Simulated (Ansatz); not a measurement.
A nudged elastic band was laid between two geometries of C4H12OSi (18 atoms, charge 0, multiplicity 1).

All numbers below come from Ansatz 0.2.0, RKS r2SCAN/STO-3G.

```json
{"movable images": "7", "climbing image": "yes", "spring": "5.0 eV/Å²", "optimiser": "quadratic models (default)", "start path": "IDPP", "force threshold": "0.05 eV/Å", "iteration limit": "33", "end points": "relaxed"}
```

Image 0:

```xyz
18
Properties=species:S:1:pos:R:3
C -1.428 -1.314 -0.168
C 0.078 -1.284 0.198
C 0.683 0.149 0.350
Si -0.251 1.249 1.573
C 0.812 0.843 -1.042
O 1.657 -0.014 -1.884
H -2.037 -0.857 0.625
H -1.764 -2.352 -0.300
H -1.618 -0.772 -1.104
H 0.648 -1.810 -0.587
H 0.226 -1.836 1.142
H 1.713 0.018 0.726
H 0.572 2.386 1.921
H -0.559 0.507 2.775
H -1.480 1.736 0.989
H -0.200 0.991 -1.488
H 1.259 1.858 -0.910
H 1.651 0.513 -2.764
```

Image 8:

```xyz
18
Properties=species:S:1:pos:R:3
C -1.104 -1.583 0.278
C 0.397 -1.194 0.332
C 0.678 0.337 0.189
Si -0.268 1.409 1.427
C 0.419 0.809 -1.276
O 1.293 0.018 -2.153
H -1.659 -1.138 1.117
H -1.213 -2.675 0.336
H -1.566 -1.243 -0.660
H 0.932 -1.714 -0.481
H 0.821 -1.546 1.288
H 1.758 0.476 0.370
H -0.201 0.823 2.747
H -1.653 1.545 1.035
H 0.324 2.728 1.469
H -0.658 0.673 -1.534
H 0.636 1.901 -1.357
H 1.027 0.386 -3.074
```

(1) What changes between the two ends?

(2) What energy profile does the band end with?

(3) What is the geometry of the highest image?

(4) What are the harmonic wavenumbers there?

## Answers

(1) No bond is made or broken. The dihedral C2–C3–Si4–H14 goes from 45 to -76°. The two ends are copies of one structure, up to a mirror image or an exchange of like atoms.

(2) It converged. The highest image is number 4 of 0 to 8, 1.6 kcal/mol above the ends, which have the same energy within 2 meV. A vibrational analysis at the climbing image gives one clearly imaginary mode, 112i cm⁻¹: a first-order saddle point. Limits of this set-up: minimal basis.

| image | path coordinate (Å) | energy (kcal/mol) | dihedral C2–C3–Si4–H14 (°) |
| --- | --- | --- | --- |
| 0 | 0.00 | 0.0 | 45 |
| 1 | 0.60 | 0.3 | 31 |
| 2 | 1.19 | 0.9 | 16 |
| 3 | 1.79 | 1.4 | 0 |
| 4 | 2.38 | 1.6 | -14 |
| 5 | 3.07 | 1.3 | -32 |
| 6 | 3.76 | 0.7 | -49 |
| 7 | 4.44 | 0.2 | -64 |
| 8 | 5.13 | 0.0 | -76 |

(3) 
```xyz
18
Properties=species:S:1:pos:R:3
C -1.076 -1.595 0.009
C 0.377 -1.197 0.377
C 0.682 0.333 0.248
Si -0.209 1.401 1.540
C 0.392 0.838 -1.201
O 1.119 -0.036 -2.131
H -1.808 -1.024 0.597
H -1.236 -2.664 0.207
H -1.266 -1.414 -1.057
H 1.066 -1.743 -0.290
H 0.592 -1.520 1.410
H 1.768 0.447 0.406
H 0.733 1.846 2.542
H -1.259 0.659 2.200
H -0.794 2.565 0.911
H -0.706 0.827 -1.396
H 0.723 1.901 -1.289
H 0.865 0.388 -3.031
```

(4) 112i, 68, 138, 203, 211, 285, 290, 340, 406, 523, 689, 728, 786, 868, 956, 1042, 1066, 1075, 1129, 1133, 1145, 1159, 1200, 1245, 1311, 1340, 1406, 1448, 1476, 1516, 1582, 1615, 1675, 1697, 1707, 1717, 2652, 2706, 2708, 3212, 3308, 3324, 3339, 3368, 3449, 3497, 3504, 3695 cm⁻¹.

Time of the run: 4.5 min on 1 thread of Intel(R) Xeon(R) Platinum 8488C (Sapphire Rapids), with other jobs on the host, peak memory 0.17 GiB.
